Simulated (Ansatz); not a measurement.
Input file for Ansatz (an electronic-structure program): R-BLYP/def2-TZVPP on SiH4 (SMILES [SiH4]).

Ansatz 0.2 input:
```yaml
crystal:
  periodic: [false, false, false]
  atoms:
    - {symbol: Si, position_ang: [-0.00000000, -0.00000000, 0.00000000]}
    - {symbol: H, position_ang: [0.86054855, 0.86054855, 0.86054855]}
    - {symbol: H, position_ang: [-0.86054855, -0.86054855, 0.86054855]}
    - {symbol: H, position_ang: [-0.86054855, 0.86054855, -0.86054855]}
    - {symbol: H, position_ang: [0.86054855, -0.86054855, -0.86054855]}
basis:
  gaussian:
    orbitals: def2-TZVPP
hamiltonian:
  xc: {name: BLYP}
scf: {lower_state_search: off}
```

Task: What total energy does the run end on?

Result: -291.8750 hartree.
